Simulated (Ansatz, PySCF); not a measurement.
Donor–acceptor adduct: AlH3 (SMILES [AlH3]) (first 4 atoms) with C2H3N (SMILES CC#N); geometry from B3LYP-D3(BJ)/def2-TZVP.
(charge 0, multiplicity 1):
```xyz
10

Al    -0.03534     0.15324    -0.40982
H     -1.49527    -0.22022    -0.92852
H      1.14634    -0.86223    -0.74495
H      0.33284     1.70002    -0.30107
C     -0.58072    -0.79724     4.08471
C     -0.41011    -0.49997     2.67860
N     -0.27479    -0.26508     1.56747
H     -0.13452    -1.76567     4.31278
H     -0.09466    -0.02761     4.68504
H     -1.64310    -0.82522     4.32872
```

Counterpoise-corrected where a basis set is named; no monomer relaxation. Rows marked so take none.

Rows in 6-31G*, STO-3G carry no dispersion term and start afresh at each structure (6-31G* with six Cartesian d functions).

Run with Ansatz (an electronic-structure program) with Gaussian orbitals; PySCF for 6-31G* rows, STO-3G rows, the dispersion terms. 

**Question.** One of these levels gives -30.59 kcal/mol for the interaction energy. Name it.
(A) r2SCAN-D3(BJ)/def2-TZVPPD
(B) PBE/def2-TZVPPD
(C) HF/6-31G*
(D) HF/STO-3G (no counterpoise)

**Answer.** D, HF/STO-3G (no counterpoise). The others give -20.54 (HF/6-31G*), -25.64 (PBE/def2-TZVPPD), -28.32 (r2SCAN-D3(BJ)/def2-TZVPPD)
